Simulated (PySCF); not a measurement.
## `O=CO[C@@H](C)C(=O)OC1CCCC1`, C9H14O4

Molfile (atoms numbered from 1):
```
C9H14O4
     RDKit          3D

 27 27  0  0  0  0  0  0  0  0999 V2000
    2.9871    0.0392    1.8336 C   0  0  0  0  0  0  0  0  0  0  0  0
    2.4001   -0.3394    0.4822 C   0  0  2  0  0  0  0  0  0  0  0  0
    3.4238   -0.1717   -0.5066 O   0  0  0  0  0  0  0  0  0  0  0  0
    3.0306   -0.2534   -1.7614 C   0  0  0  0  0  0  0  0  0  0  0  0
    1.9200   -0.4835   -2.1435 O   0  0  0  0  0  0  0  0  0  0  0  0
    1.2158    0.5788    0.1399 C   0  0  0  0  0  0  0  0  0  0  0  0
    1.3494    1.7141   -0.2291 O   0  0  0  0  0  0  0  0  0  0  0  0
    0.0705   -0.0386    0.3653 O   0  0  0  0  0  0  0  0  0  0  0  0
   -1.1372    0.6692    0.0279 C   0  0  0  0  0  0  0  0  0  0  0  0
   -1.4815    0.4512   -1.4528 C   0  0  0  0  0  0  0  0  0  0  0  0
   -2.4836   -0.7001   -1.4426 C   0  0  0  0  0  0  0  0  0  0  0  0
   -3.3212   -0.4106   -0.2002 C   0  0  0  0  0  0  0  0  0  0  0  0
   -2.2895    0.0501    0.8338 C   0  0  0  0  0  0  0  0  0  0  0  0
    3.8721   -0.5597    2.0298 H   0  0  0  0  0  0  0  0  0  0  0  0
    2.2528   -0.1347    2.6148 H   0  0  0  0  0  0  0  0  0  0  0  0
    3.2653    1.0898    1.8251 H   0  0  0  0  0  0  0  0  0  0  0  0
    2.0525   -1.3794    0.4675 H   0  0  0  0  0  0  0  0  0  0  0  0
    3.8969   -0.0884   -2.4221 H   0  0  0  0  0  0  0  0  0  0  0  0
   -0.9710    1.7274    0.2520 H   0  0  0  0  0  0  0  0  0  0  0  0
   -1.9424    1.3538   -1.8537 H   0  0  0  0  0  0  0  0  0  0  0  0
   -0.5847    0.2302   -2.0292 H   0  0  0  0  0  0  0  0  0  0  0  0
   -3.0791   -0.7405   -2.3527 H   0  0  0  0  0  0  0  0  0  0  0  0
   -1.9571   -1.6479   -1.3267 H   0  0  0  0  0  0  0  0  0  0  0  0
   -4.0242    0.3968   -0.4117 H   0  0  0  0  0  0  0  0  0  0  0  0
   -3.8850   -1.2771    0.1412 H   0  0  0  0  0  0  0  0  0  0  0  0
   -1.8923   -0.8038    1.3831 H   0  0  0  0  0  0  0  0  0  0  0  0
   -2.7082    0.7545    1.5505 H   0  0  0  0  0  0  0  0  0  0  0  0
  1  2  1  0
  2  3  1  0
  3  4  1  0
  4  5  2  0
  2  6  1  0
  6  7  2  0
  6  8  1  0
  8  9  1  0
  9 10  1  0
 10 11  1  0
 11 12  1  0
 12 13  1  0
 13  9  1  0
  1 14  1  0
  1 15  1  0
  1 16  1  0
  2 17  1  1
  4 18  1  0
  9 19  1  0
 10 20  1  0
 10 21  1  0
 11 22  1  0
 11 23  1  0
 12 24  1  0
 12 25  1  0
 13 26  1  0
 13 27  1  0
M  END
```

Method used: PySCF 2.14.0, GIAO CAM-B3LYP/pcSseg-1 magnetisability, rotational g tensor and spin-rotation constants, non-relativistic, gas phase. Geometry: GFN2-xTB.

Task: What are the magnetisability and the molar susceptibility?

Result: Isotropic -1887 × 10⁻³⁰ J/T², or -113.6 × 10⁻⁶ cm³/mol; principal values -1980, -1895, -1786 × 10⁻³⁰ J/T², anisotropy 169 × 10⁻³⁰ J/T² (root of half the summed squared differences of the principal values). The susceptibility is in cgs units.

Task: Split it along the inertial axes a, b, c into diamagnetic and paramagnetic parts about the centre of mass, with the quadrupole moment.

Result: 
| axis | χ (10⁻⁶ cm³/mol) | diamagnetic (10⁻⁶ cm³/mol) | paramagnetic (10⁻⁶ cm³/mol) | summed x² of all electrons (Å²) | quadrupole Θ (D Å) |
| --- | --- | --- | --- | --- | --- |
| a | -110.4 | -949.6 | 839.2 | 554.5 | +9.28 |
| b | -117.8 | -2628.7 | 2510.9 | 158.7 | -1.67 |
| c | -112.7 | -3026.1 | 2913.4 | 65.1 | -7.60 |

Anisotropies 2χaa − χbb − χcc = +9.7 and 2χbb − χaa − χcc = -12.6 × 10⁻⁶ cm³/mol. Θ is traceless in Buckingham's convention.

Task: And the rotational g tensor?

Result: 
| axis | rotational constant (GHz) | g | nuclear part | electronic part |
| --- | --- | --- | --- | --- |
| a | 1.5442 | -0.0212 | 0.5876 | -0.6088 |
| b | 0.4852 | -0.0035 | 0.5689 | -0.5724 |
| c | 0.4188 | -0.0033 | 0.5699 | -0.5732 |

Asymmetric top; isotopes 12C, 1H, 16O; no vibrational averaging.
